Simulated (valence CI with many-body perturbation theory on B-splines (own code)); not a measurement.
E1 transitions of Xe5+

Level of theory: valence CI with perturbative core correlation (CI+MBPT): three valence electrons over a frozen Dirac-Fock core [Kr] 4d10, a basis of 11 s, 11 p, 10 d, 8 f, 5 g, 2 h functions for each j, with the one-electron correlation potential Σ1, the two-electron term Σ2, the three-electron term Σ3, Breit, model QED; selected CI, second order for the rest, scaled by the run's own slope (own B-spline code, finite nucleus).

Set against measurement, 18 paired levels are off by 446 cm⁻¹ on average, the worst by 1230. These come from a selection out of Saloman, J. Phys. Chem. Ref. Data 33, 765 (2004). Levels without a partner in it may be off by more, other configurations by several thousand cm⁻¹. The list stops below the first excitations out of the core. 7 measured levels below the end of the list, from 338450 cm⁻¹ on, found no clear computed partner, and computed levels of the same name lie up to 10570 cm⁻¹ from them.

Lines 51 to 100 of 595 in falling wavelength, among levels below 51.220 eV, chosen from the strongest by gf and those to the six lowest levels. Wavelengths and rates use the calculated energies, so an error of 400 cm⁻¹ moves a line at 2154 Å by 0.86 % and its rate by three times that or more. Electric multipoles are in the length gauge, E1 and E2 with the static RPA response of the core. Weak lines are less certain than strong ones. Lines between different terms over intervals too small for the method are left out, as are lines whose strength nearly cancels. Where a level lies close to another of its J and parity, the split of strength between their lines is uncertain. The highest levels of a list are the least certain.

Names give the largest LS component (configuration and term), which can be under half, so a name can repeat, a term be missing and a line seem to break the LS rules; names also repeat where a configuration has a term twice. Letters in brackets count levels of one name in rising energy.

```
λ vac (Å)  λ from measured levels                 Upper                 Lower   A (s⁻¹)  S (a.u.) with core polarisation  S without
     2418                               5s 5p 6p 2P_3/2  5s 5p 6s 2P°_1/2 [b]  7.11e+07                         1.98e+00   2.05e+00
     2411                           5s 5p 6p 2D_3/2 [a]  5s 5p 6s 2P°_1/2 [a]  2.00e+08                         5.52e+00   5.72e+00
     2378                               5s 5p 6p 4P_1/2  5s 5p 5d 2D°_3/2 [b]  1.63e+08                         2.17e+00   2.25e+00
     2377                               5s 5p 6p 4D_5/2  5s 5p 5d 2P°_3/2 [b]  3.15e+07                         1.25e+00   1.30e+00
     2369                           5s 5p 6p 2D_3/2 [b]      5s 5p 6s 4P°_5/2  1.88e+08                         4.92e+00   5.18e+00
     2360                               5s 5p 6p 4D_3/2      5s 5p 6s 4P°_1/2  1.17e+08                         3.04e+00   3.19e+00
     2359                           5s 5p 6p 2D_5/2 [a]  5s 5p 6s 2P°_3/2 [a]  3.53e+08                         1.37e+01   1.43e+01
     2356                                 5s2 5g 2G_7/2        5s2 5f 2F°_5/2  6.22e+08                         3.21e+01   3.23e+01
     2349                                   5p3 2P°_3/2         5s2 6s 2S_1/2  6.73e+07                         1.72e+00   1.77e+00
     2344                               5s 5p 6p 4P_5/2      5s 5p 6s 4P°_5/2  3.61e+08                         1.37e+01   1.43e+01
     2344                                 5s2 5g 2G_7/2        5s2 5f 2F°_7/2  2.51e+07                         1.27e+00   1.28e+00
     2344                                 5s2 5g 2G_9/2        5s2 5f 2F°_7/2  7.03e+08                         4.47e+01   4.50e+01
     2338                           5s 5p 6p 2D_3/2 [c]  5s 5p 6s 2P°_3/2 [b]  9.24e+07                         2.33e+00   2.45e+00
     2329                           5s 5p 6p 2P_1/2 [b]        5s2 7p 2P°_1/2  1.08e+08                         1.35e+00   1.37e+00
     2290                               5s 5p 6p 4P_1/2      5s 5p 6s 4P°_3/2  2.25e+08                         2.66e+00   2.78e+00
     2271                                 5s2 8s 2S_1/2  5s 5p 6s 2P°_3/2 [b]  2.95e+08                         3.42e+00   3.38e+00
     2250                               5s 5p 6p 4D_5/2  5s 5p 5d 2D°_3/2 [b]  1.99e+08                         6.71e+00   7.02e+00
     2247                               5s 5p 6p 4D_7/2      5s 5p 6s 4P°_5/2  5.11e+08                         2.29e+01   2.40e+01
     2172                                 5s2 8s 2S_1/2        5s2 7p 2P°_1/2  1.31e+08                         1.33e+00   1.29e+00
     2171                               5s 5p 6p 4D_5/2      5s 5p 6s 4P°_3/2  3.03e+08                         9.20e+00   9.64e+00
     2154                    2135        5s2 6p 2P°_3/2         5s2 6s 2S_1/2  4.63e+08                         9.13e+00   9.43e+00
     2146                               5s 5p 6p 4P_3/2      5s 5p 6s 4P°_1/2  3.90e+08                         7.60e+00   7.95e+00
     2143                           5s 5p 6p 2D_3/2 [b]  5s 5p 6s 2P°_1/2 [a]  6.86e+07                         1.33e+00   1.40e+00
     2143                          5s 5p 6s 2P°_1/2 [b]   4f 5s 5p 2D_3/2 [b]  1.37e+08                         1.34e+00   1.32e+00
     2137                               5s 5p 6p 2P_3/2  5s 5p 6s 2P°_3/2 [b]  9.93e+07                         1.91e+00   1.97e+00
     2120                                5s2 7p 2P°_3/2   4f 5s 5p 2D_5/2 [b]  1.79e+08                         3.38e+00   3.34e+00
     2118                           5s 5p 6p 2D_5/2 [b]  5s 5p 6s 2P°_3/2 [b]  9.36e+07                         2.63e+00   2.79e+00
     2080                               5s 5p 6p 2S_1/2  5s 5p 6s 2P°_3/2 [a]  5.75e+08                         5.11e+00   5.35e+00
     2077                               5s 5p 6p 4S_3/2      5s 5p 6s 4P°_5/2  3.55e+08                         6.28e+00   6.63e+00
     2075                           5s 5p 6p 2D_3/2 [a]  5s 5p 5d 2D°_3/2 [b]  8.69e+07                         1.53e+00   1.61e+00
     2008                           5s 5p 6p 2D_3/2 [a]      5s 5p 6s 4P°_3/2  1.27e+08                         2.03e+00   2.13e+00
     2000                           5s 5p 6p 2D_5/2 [a]      5s 5p 6s 4P°_5/2  1.22e+08                         2.88e+00   2.98e+00
     1989                                 5s2 5g 2G_7/2  5s 5p 5d 2D°_5/2 [b]  3.90e+07                         1.21e+00   1.22e+00
     1926                               5s 5p 6p 4P_3/2  5s 5p 5d 2P°_1/2 [a]  6.67e+07                         9.41e-01   9.74e-01
     1862                           4f 5s 5p 2D_3/2 [b]        5s2 6p 2P°_3/2  7.09e+07                         9.03e-01   9.32e-01
     1847                           4f 5s 5p 2D_5/2 [b]        5s2 6p 2P°_3/2  4.53e+08                         8.46e+00   8.71e+00
     1764                    1783        4f 5s2 2F°_7/2         5s 5p2 2D_5/2  4.68e+07                         1.01e+00   1.19e+00
     1724                           4f 5s 5p 2D_5/2 [b]           5p3 2P°_3/2  4.85e+07                         7.37e-01   7.13e-01
     1706                                 5s2 5g 2G_7/2  5s 5p 5d 2F°_5/2 [b]  4.44e+08                         8.71e+00   8.77e+00
     1694                           4f 5s 5p 2D_3/2 [b]        5s2 6p 2P°_1/2  4.61e+08                         4.42e+00   4.55e+00
     1686                               5s 5p 6p 4S_3/2  5s 5p 5d 2D°_3/2 [b]  1.21e+08                         1.14e+00   1.20e+00
     1673                                 5s2 5g 2G_9/2  5s 5p 5d 2F°_7/2 [b]  4.29e+08                         9.93e+00   1.00e+01
     1663                               5s 5p 6p 2S_1/2  5s 5p 6s 2P°_1/2 [a]  2.08e+08                         9.45e-01   9.99e-01
     1648                    1663        4f 5s2 2F°_5/2         5s 5p2 2D_3/2  5.63e+07                         7.46e-01   8.82e-01
     1628                                5s2 6f 2F°_5/2         5s2 6d 2D_5/2  7.23e+07                         9.23e-01   9.29e-01
     1624                                5s2 6f 2F°_7/2         5s2 6d 2D_5/2  1.07e+09                         1.81e+01   1.82e+01
     1601                                5s2 6f 2F°_5/2         5s2 6d 2D_3/2  1.03e+09                         1.25e+01   1.26e+01
     1556                                 5s2 6d 2D_3/2        5s2 6p 2P°_3/2  1.82e+08                         1.35e+00   1.38e+00
     1531                                 5s2 6d 2D_5/2        5s2 6p 2P°_3/2  1.06e+09                         1.12e+01   1.14e+01
     1521                                 5s2 7d 2D_3/2        5s2 5f 2F°_5/2  1.98e+08                         1.38e+00   1.34e+00
```
